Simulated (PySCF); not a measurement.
**How methods differ on the ionisation energy of Pt²⁺**

Pt²⁺ [Xe] 4f14 5d8 (3F) → Pt³⁺ [Xe] 4f14 5d7 (4F), as a difference of total energies. All numbers are calculated (PySCF 2.14, scalar relativity by spin-free X2C-1e, in x2c-TZVPPall with one added diffuse shell each of s, p, d, f type (12s8p8d4f1g, 113 functions)). Correlated levels: valence: [Xe] 4f14 frozen; valence and next inner shell: [Kr] 4d10 4f14 frozen. The calculations carry no spin-orbit coupling.

**Question.** Order these methods by the ionisation energy they give, lowest first.
A. PBE
B. SCS-MP2 (valence)
C. SCS-MP2 (valence and next inner shell)
D. UHF

**Answer.** D (29.158 eV), C (30.621 eV), B (30.648 eV), A (31.151 eV).

A first-order spin-orbit estimate (lowest level to lowest level, LS coupling) adds -0.075 eV.

Errors of the correlated levels include the incompleteness of this basis and the frozen core.

For comparison: 29 ± 1.6 eV (theoretical estimate listed by NIST; NIST Atomic Spectra Database, ionization energies).
